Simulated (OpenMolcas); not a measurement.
**Mo4+ in K2NaGaF6**

Mo4+ with its 6 nearest fluoride ions at 1.952 Å, on the Ga site of K2NaGaF6 (a = 8.246 Å, distance in the model lattice 1.938 Å). The rest of the host is ab initio model potentials to 7.6 Å, with orthogonalisation functions on the cations behind the ligands, and point charges beyond; the distance is set by hand and nothing relaxes, and no local charge compensation is placed. Ligand basis ANO-RCC-VDZP.
```
Mo    0.0000    0.0000    0.0000
F     1.9520    0.0000    0.0000
F     0.0000    1.9520    0.0000
F    -1.9520    0.0000    0.0000
F     0.0000   -1.9520    0.0000
F     0.0000    0.0000    1.9520
F     0.0000    0.0000   -1.9520
```

```json
{
  "Program": "OpenMolcas 26.06",
  "Method": "CASSCF",
  "Basis": "ANO-RCC-VTZP [7s6p4d2f1g]",
  "Scalar Hamiltonian": "DKH2, point nucleus",
  "Active space": "2 electrons in 5 orbitals (4d)",
  "State averaging": "2S+1 = 3 even, 10 roots; 2S+1 = 1 even, 15 roots",
  "Spin-orbit coupling": "RASSI with atomic mean-field integrals over the reference wave functions"
}
```

The lowest spin-free states (labels of O, the rotations of Oh), above the lowest:

| State | Degeneracy | E (cm-1) |
| --- | --- | --- |
| 3T1 | 3 | 0.0 |
| 1T2 | 3 | 10344 |
| 1E | 2 | 10466 |
| 1A1 | 1 | 23842 |
| 3T2 | 3 | 30715 |
| 3T1 | 3 | 39973 |
| 1T2 | 3 | 42032 |
| 1T1 | 3 | 44905 |
| 3A2 | 1 | 62846 |
| 1E | 2 | 74824 |
| 1A1 | 1 | 88168 |

The lowest levels with spin-orbit coupling:

```csv
E (cm-1),Degeneracy,Label,2S+1
0.0,2,E,3
26.2,3,T2,3
994.8,3,T1,3
1432,1,A1,3
10872,3,T2,1
11025,2,E,1
24382,1,A1,1
30883,1,A2,3
31089,3,T2,3
31458,3,T1,3
31471,2,E,3
40012,1,A1,3
40260,3,T1,3
40675,3,T2,3
40840,2,E,3
42731,3,T2,1
45495,3,T1,1
63469,3,T2,3
75425,2,E,1
88772,1,A1,1
```

Powder χT (cm3 K/mol): 0.0166 at 2 K, 0.0811 at 10 K, 0.183 at 50 K, 0.23 at 100 K, 0.314 at 200 K, 0.396 at 300 K. The effective moment at 300 K is 2.828 √(χT) = 1.78 μB.

The lowest level has 2S+1 = 3, for which the spin-only value is χT = S(S+1) / 2 = 1.000 cm3 K/mol (g = 2). The computed 0.396 at 300 K differs by -0.604, through orbital momentum, spin-orbit coupling and any other state in reach. With a threefold ground state the orbital momentum is unquenched, so the spin-only value is not expected to hold.

Metal share of the active 4d orbitals (Löwdin): 78, 78, 89, 89, 89 %; Mulliken charge of the metal 2.56.

A least-squares ligand-field fit to the states below 45000 cm-1, each weighted by its degeneracy and with a free common offset, gives 10Dq = 32185 cm-1, B = 739 cm-1 and C = 2741 cm-1 (C/B = 3.71), with an rms deviation of 96 cm-1.

The same method and metal basis give the free ion B = 861 cm-1 (fit to its terms below 60000 cm-1, rms deviation 23 cm-1), so the nephelauxetic ratio is β = 739 / 861 = 0.86; it hangs on how both fits weigh the states, and computed free-ion B values tend to be too large, so β mixes covalency with correlation.

An orbital triplet at a regular site is open to Jahn-Teller coupling, which can distort the site and quench the lowest spin-orbit gaps and is left out. Without dynamic correlation the repulsion within the d shell is too large (B by tens of per cent), so at a given field states of lower spin stand too high. The least metal-like active orbital is 78 % on the metal (Löwdin) and no ligand orbital is active, so the numbers are rough. With metal d orbitals alone the field can be off either way by tens of per cent. Ligand-to-metal charge-transfer states are missing. With no ligand orbital active B as a rule stays too high, so bands that hang on it stand too high and its fall with covalency is understated. No measured value stands beside these numbers; the geometry was set by hand and not optimised.

The RASSCF and RASSI steps took 32 s on 1 thread of Arm Neoverse V1, on a shared host; the integral step is not counted.
